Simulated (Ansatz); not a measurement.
The cluster Cu₄Te₂⁺. Charge 1, multiplicity 2. Geometry PBE-D4/def2-SVP, basis def2-SVP, Ansatz.

```xyz
6

Cu    1.184   -0.428   -0.488
Cu   -0.539    0.901    0.849
Cu   -0.932   -1.575    0.387
Cu   -1.089    0.093   -1.518
Te    0.838   -0.929    1.996
Te    0.538    1.939   -1.226
```

```
run  HOMO (eV)  LUMO (eV)
  A      -9.32      -8.91
  B      -9.51      -8.87
  C     -10.40      -8.35
  D     -11.51      -7.49
```

In the def2 sets Te takes a core potential; there is no spin–orbit coupling. No other spin state of charge 1 was run. Another isomer (doublet) lies 0.63 eV lower at PBE0-D4/def2-SVP; other spin states weren't run for this one.

HOMO and LUMO are taken over both spins.

Task: The runs used CAM-B3LYP, PBE, PBE0, r2SCAN. Estimate which is which.

Result: A PBE (0 % exact exchange); B r2SCAN (0 % exact exchange); C PBE0 (25 % exact exchange); D CAM-B3LYP (range-separated). Exact exchange lowers occupied and raises empty levels; among semilocal functionals meta-GGAs tend to open the gap a little, and such runs are hard to tell apart. The gap grows from 0.41 eV (PBE) to 4.02 eV (CAM-B3LYP).
